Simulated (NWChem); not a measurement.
Atomisation of H$_{2}$Cl$_{2}$Si

```
Si
H 1 1.4834
H 1 1.4834 2 112.45
Cl 1 2.0558 2 108.60 3 -120.20
Cl 1 2.0558 2 108.60 3 120.20
```
Charge 0, spin multiplicity 1.

Everything below was run with NWChem. The geometry was optimised at PBE0/def2-SVP, a minimum by its harmonic frequencies.

Basis set: def2-TZVP. The atomisation energy is electronic alone: no zero-point, thermal, spin-orbit or counterpoise terms. No value is extrapolated to the basis-set limit. Free atoms are single determinants with multiplicities Si 3, Cl 2, H 2. Correlated methods freeze the same cores in atoms and molecule, 15 orbitals in all.

| method | atomisation energy (kcal/mol) | relative cost |
|---|---|---|
| HF | 271.9 | 1 |
| PBE | 350.9 | under 3 |
| CAM-B3LYP | 348.7 | 20 |
| MP2 | 347.5 | under 3 |
| TPSS | 357.1 | under 3 |
| B3LYP | 345.3 | under 3 |
| PBE0 | 349.7 | under 3 |
| BP86 | 354.4 | under 3 |

The values span 85.2 kcal/mol, from HF (lowest) to TPSS (highest). Relative cost: rough, from shared machines, SCF included, HF = 1. Costs are the molecule's.

B3LYP has NWChem's definition, with VWN1-RPA local correlation. GW and range-separated runs recompute their integrals, the others keep them in memory, which bears on the times. The structure started from a generated list of species. No SCF solution was tested for a lower state. Open-shell Hartree-Fock references start from PBE0 orbitals; any time given for them includes that run.
